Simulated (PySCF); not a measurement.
# Correlation energy of Cd²⁺ (cadmium, charge +2)

[Kr] 4d9 5s1, high-spin 3D determinant (an excited configuration). All numbers are calculated (PySCF 2.14, the spin-free X2C one-electron Hamiltonian (Gaussian nucleus), in x2c-TZVPPall with one added diffuse shell each of s, p, d, f type (9s7p7d3f1g, 95 functions)). Frozen: [Kr]; 10 electrons correlated.

```json
{"level": "CCSD", "correlation energy (mhartree)": "-306.51"}
{"level": "(T)", "correlation energy (mhartree)": "-7.60"}
{"level": "CCSD(T)", "correlation energy (mhartree)": "-314.11"}
```

Diagnostics: T1 = 0.0054, D1 = 0.0228, largest double amplitude 0.021.

Cost of the coupled-cluster step: of the order of 30 core-seconds, for 10 correlated electrons.

Iterations:

```
CC2 = 0
CCSD nocc = (np.int64(6), np.int64(4)), nmo = (77, 77)
frozen orbitals [[0, 1, 2, 3, 4, 5, 6, 7, 8, 9, 10, 11, 12, 13, 14, 15, 16, 17], [0, 1, 2, 3, 4, 5, 6, 7, 8, 9, 10, 11, 12, 13, 14, 15, 16, 17]]
max_cycle = 100
direct = 0
conv_tol = 1e-08
conv_tol_normt = 1e-06
diis_space = 8
diis_start_cycle = 0
Init t2, MP2 energy = -0.319982677064063
Init E_corr(UCCSD) = -0.319982677066413
cycle = 1  E_corr(UCCSD) = -0.304009903386135  dE = 0.0159727737  norm(t1,t2) = 0.0273499
cycle = 2  E_corr(UCCSD) = -0.306380005726157  dE = -0.00237010234  norm(t1,t2) = 0.00565948
cycle = 3  E_corr(UCCSD) = -0.306419835849701  dE = -3.98301235e-05  norm(t1,t2) = 0.00209451
cycle = 4  E_corr(UCCSD) = -0.306509899735689  dE = -9.0063886e-05  norm(t1,t2) = 0.000466614
cycle = 5  E_corr(UCCSD) = -0.306507247048261  dE = 2.65268743e-06  norm(t1,t2) = 0.000188727
cycle = 6  E_corr(UCCSD) = -0.306504679563418  dE = 2.56748484e-06  norm(t1,t2) = 3.75286e-05
cycle = 7  E_corr(UCCSD) = -0.306506077651996  dE = -1.39808858e-06  norm(t1,t2) = 1.11718e-05
cycle = 8  E_corr(UCCSD) = -0.306505827947519  dE = 2.49704478e-07  norm(t1,t2) = 2.32474e-06
cycle = 9  E_corr(UCCSD) = -0.306505811315722  dE = 1.66317967e-08  norm(t1,t2) = 3.55262e-07
cycle = 10  E_corr(UCCSD) = -0.306505819375068  dE = -8.05934619e-09  norm(t1,t2) = 9.77206e-08
UCCSD converged
E(UCCSD) = -5590.4181010374  E_corr = -0.3065058193750681
UCCSD(T) correction = -0.00759990921705783
```
